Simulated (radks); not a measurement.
Spherical quantum dot in the effective-mass picture: electrons in a parabolic well V = omega^2 r^2 / 2 with omega = 0.457, all in effective atomic units (hartree* = m*/eps^2 hartree, bohr* = eps/m* bohr), one dielectric constant everywhere. Method: non-relativistic Kohn-Sham, PBE, spin-polarised, spherical densities; computed with a radial shooting solver with Libxc functionals. Levels are named by radial order and angular momentum (1s, 1p, 1d, 2s, ...), and open shells are averaged over m. Each electron was tried in the lowest free levels, single moves between levels near the top were tried too, and the lowest total energy was kept; such a search can miss a lower state. The series stops at N = 15: beyond it a trial failed or the search could not be trusted, so later rows were left out. At N = 1 the Hartree and exchange-correlation terms need not cancel, so that row can carry a self-interaction error.

N,open shells,2S,E (hartree*),mu = E(N) - E(N-1) (hartree*),addition energy mu(N+1) - mu(N) (hartree*),e(HOMO) (hartree*),rms radius (bohr*)
1,"1s(up 1, down 0)",1,0.687707,0.68771,0.4796,0.87880,1.818
2,none,0,1.85501,1.1673,0.6992,1.3412,1.983
3,"1p(up 1, down 0)",1,3.72147,1.8665,0.3007,2.0154,2.254
4,"1p(up 2, down 0)",2,5.88864,2.1672,0.3017,2.3188,2.420
5,"1p(up 3, down 0)",3,8.35748,2.4688,0.3755,2.6178,2.548
6,"1p(up 3, down 1)",2,11.2019,2.8444,0.2653,2.9758,2.664
7,"1p(up 3, down 2)",1,14.3116,3.1097,0.2677,3.2438,2.764
8,none,0,17.6890,3.3774,0.5345,3.5104,2.853
9,"1d(up 1, down 0)",1,21.6009,3.9119,0.2376,4.0309,2.965
10,"1d(up 2, down 0)",2,25.7504,4.1495,0.2360,4.2679,3.062
11,"1d(up 3, down 0)",3,30.1360,4.3855,0.2335,4.5028,3.150
12,"1d(up 4, down 0)",4,34.7550,4.6190,0.2306,4.7348,3.229
13,"1d(up 5, down 0)",5,39.6046,4.8496,0.2898,4.9639,3.303
14,"1d(up 5, down 1)",4,44.7440,5.1394,0.2153,5.2471,3.375
15,"1d(up 5, down 2)",3,50.0988,5.3547,-,5.4623,3.441

All shells are closed at N = 2, 8 (there: 1s2 1p6); the second difference of the energy has clear peaks (12 % above both neighbours; the first and last values, which can be the largest, are not judged, and half-filled shells can peak too) at N = 2, 5, 8, 13.
